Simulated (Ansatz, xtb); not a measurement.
The molecule AuN, multiplicity 3 (lowest of 2S+1 = 1, 3, 5 at CCSD(T)/def2-TZVPP on PBE0 minima; our sources give no spin for the ground state, which may be another). No spin–orbit coupling.

Seven points along R, fitted to fifth degree in 1/R; most abundant isotopes. In def2 and cc sets the state is the lowest found near the PBE0 minimum, followed along R.

Codes used: Ansatz (Gaussian basis) for Hartree–Fock, density functionals and correlated methods; xtb for the GFN methods. Each number belongs to the level named beside it. In def2 rows elements past Kr take small-core potentials, without spin–orbit coupling. The GFN methods have no spin term and hold the electronic entropy of 300 K.

### Question
What bond length and harmonic frequency does GFN2-xTB give?

### Answer
r_e = 1.804 Å, ω_e = 597 cm⁻¹.

### Question
What bond length and harmonic frequency does PBE0/def2-TZVPP give?

### Answer
r_e = 1.886 Å, ω_e = 602 cm⁻¹.

### Question
What bond length and harmonic frequency does wB97X-V/def2-TZVPP give?

### Answer
r_e = 1.898 Å, ω_e = 583 cm⁻¹.

Ansatz is an electronic-structure program.
